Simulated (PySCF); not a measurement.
C4H7FSi, SMILES C(C#C)[Si@H](F)C.

Coordinates come from a PBE0-D3(BJ)/def2-SVP optimisation. The structure was generated by enumeration; whether it is a known compound was not checked. The values are those of a single conformer.

Vertical ionisation energy (IE) and electron affinity (EA) in eV. Rows of orbital energies are one-electron estimates. Where ΔSCF, EOM or ADC give a negative EA the extra electron is unbound and the value depends on the basis.

```csv
level,IE,EA
"−ε(HOMO), −ε(LUMO), B3LYP/def2-TZVP (PySCF)",7.26,-0.46
"−ε(HOMO), −ε(LUMO), PBE/def2-TZVP (PySCF)",[?],[?]
```

### Question
Complete the blanks. (Estimate from the structure and the level; the computed values follow.)

### Answer

- −ε(HOMO), −ε(LUMO), PBE/def2-TZVP (PySCF), IE: 6.29
- −ε(HOMO), −ε(LUMO), PBE/def2-TZVP (PySCF), EA: 0.24
